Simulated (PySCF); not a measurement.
C2H4BN3, SMILES NB1N=CC=N1. Geometry: PBE-D3(BJ)/def2-SVP. This is a generated structure with no PubChem entry under its InChIKey; it may be hypothetical. The values are those of a single conformer.

### Question
Give the equilibrium geometry at PBE-D3(BJ)/def2-SVP (PySCF confirms it by a frequency run) as a Z-matrix, and its point group. (An estimate is asked for; the answer gives what the named calculation found.)

### Answer
One answer among several that fit: point group C2v.
```
B
N 1 1.3910
H 2 1.0207 1 122.24
H 2 1.0207 3 115.53 1 180.00
N 1 1.5076 2 123.59 3 0.00
C 5 1.2888 1 101.27 2 180.00
H 6 1.1119 5 123.82 1 180.00
N 1 1.5076 2 123.59 3 180.00
C 8 1.2888 1 101.27 2 180.00
H 9 1.1119 8 123.82 1 180.00
```
